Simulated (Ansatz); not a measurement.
One change: `C=C(Cl)S[SiH3]` becomes `C=CS[SiH3]`.

Ansatz, PBE0-D4/def2-TZVP geometries, multiplicity 1. Each molecule was computed in one conformer, which needn't be the lowest.

```tsv
property	`C=C(Cl)S[SiH3]`
HOMO energy (B3LYP/def2-TZVPP) / eV	-6.79
HOMO energy (ωB97M-V/def2-TZVPP) / eV	-9.13
HOMO energy (PBE0/def2-TZVPP) / eV	-7.02
HOMO–LUMO gap (PBE0/def2-TZVPP) / eV	6.37
LUMO energy (PBE/def2-TZVPP) / eV	-1.59
HOMO energy (PBE/def2-TZVPP) / eV	-5.92
```

(1) What does the change do to each property? (Estimate.)

Results:

(1) Computed: 
```json
{"property": "HOMO energy (B3LYP/def2-TZVPP) / eV", "`C=CS[SiH3]`": "-6.54", "shift": "0.25"}
{"property": "HOMO energy (ωB97M-V/def2-TZVPP) / eV", "`C=CS[SiH3]`": "-8.86", "shift": "0.27"}
{"property": "HOMO energy (PBE0/def2-TZVPP) / eV", "`C=CS[SiH3]`": "-6.76", "shift": "0.26"}
{"property": "HOMO–LUMO gap (PBE0/def2-TZVPP) / eV", "`C=CS[SiH3]`": "6.36", "shift": "-0.01"}
{"property": "LUMO energy (PBE/def2-TZVPP) / eV", "`C=CS[SiH3]`": "-1.36", "shift": "0.23"}
{"property": "HOMO energy (PBE/def2-TZVPP) / eV", "`C=CS[SiH3]`": "-5.69", "shift": "0.23"}
```

B3LYP here is the variant with VWN-RPA as its local correlation; programs differ in this.
